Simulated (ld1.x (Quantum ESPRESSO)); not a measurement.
An all-electron radial function and its pseudo partner (Cr (Z = 24))

Columns: radius, all-electron u(r) and pseudo u(r) of the 3s shell (level -73.99 eV) of chromium in the configuration [Ne] 3s2 3p6 3d5 4s1 4p0; PBE, scalar-relativistic, TM semilocal scheme, ld1.x (Quantum ESPRESSO) 7.5.

```
r (bohr)  all-electron  pseudo
   0.105       -0.2018  0.1637
   0.210       -0.6155  0.3308
   0.315       -0.2464  0.5040
   0.420        0.3228  0.6827
   0.525        0.7830  0.8583
   0.630        1.0577  1.0098
   0.735        1.1670  1.1077
   0.840        1.1594  1.1287
   0.945        1.0812  1.0732
   1.050        0.9675  0.9668
   1.155        0.8413  0.8413
   1.260        0.7168  0.7168
   1.365        0.6016  0.6016
   1.470        0.4991  0.4991
   1.575        0.4105  0.4105
   1.680        0.3353  0.3353
   1.785        0.2723  0.2723
   1.890        0.2202  0.2202
   1.995        0.1774  0.1774
   2.100        0.1425  0.1425
   2.205        0.1142  0.1142
   2.310        0.0913  0.0913
   2.415        0.0728  0.0728
   2.520        0.0580  0.0580
   2.625        0.0462  0.0462
   2.730        0.0367  0.0367
```

Task: How many radial nodes do the two functions have?

Result: The all-electron 3s function has n − l − 1 = 2 (the table is too coarse to show those close to the nucleus); the pseudo-wave has 0, since the states of the same l below it are removed with the core.

Task: At about which radius was the pseudo-wave matched?

Result: 1.18 bohr, where the columns begin to agree (steps of 0.10 bohr).

Task: Where does each function peak?

Result: Outermost all-electron maximum near 0.73 bohr, pseudo maximum near 0.84 bohr (to the table’s step).

Task: Is the pseudo-wave norm-conserving?

Result: Yes: the TM semilocal scheme keeps the norm inside the radius equal to the all-electron one, which fixes the energy derivative of the logarithmic derivative at the level.
